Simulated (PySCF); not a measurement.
Positional isomers: propene methyl+boryl. All species are isolated molecules in the gas phase. One relaxed conformer stands for each flexible species; it need not be the lowest. Strings in code marks are SMILES. All members: neutral, multiplicity 1. Level: M06-2X/def2-TZVP (PySCF), beside PBE-D3(BJ)/def2-TZVP // M06-2X/def2-TZVP (PySCF) at the same geometries. Delta-SCF ions had no search for a lower state.  The removal energy is E(N − 1 electrons) − E(N electrons) at the parent's geometry.

```csv
species,"vertical ionisation energy (Delta-SCF), PBE (eV)","vertical ionisation energy (Delta-SCF), M06-2X (eV)"
"`BCC(=C)C` (H–B–C–C torsion 15°, B–C–C–C torsion 110°)",8.93,9.13
"`BC/C=C\C` (H–B–C–C torsion 141°, B–C–C–C torsion -37°)",9.08,withheld
`B/C(C)=C\C` (H–B–C–C torsion 179°),9.39,9.49
`BC=C(C)C` (H–B–C–C torsion 0°),9.65,9.66
"`B/C=C\CC` (H–B–C–C torsion -180°, C–C–C–C torsion -118°)",9.92,9.98
"`BC(=C)CC` (H–B–C–C torsion 3°, C–C–C–C torsion -112°)",9.94,10.00
```

**Question.** Fit y = a + b·x, y being the vertical ionisation energy (Delta-SCF) at the first level, to the 5 complete rows by least squares, with x = the PBE value in eV. Give a, b and the rms residual, and predict the withheld value.

**Answer.** Means of the 5 rows: x̄ = 9.566, ȳ = 9.652 eV. Σ(x − x̄)² = 0.70772 and Σ(x − x̄)(y − ȳ) = 0.60744, so b = 0.858 and a = ȳ − b·x̄ = 1.444 eV. The rms residual is 0.035 eV. At x = 9.08 the line gives 9.23 eV. The run for `BC/C=C\C` (H–B–C–C torsion 141°, B–C–C–C torsion -37°) gave 9.27 eV, so the line is off by 0.04 eV, within twice the rms residual.

Codes: PySCF.
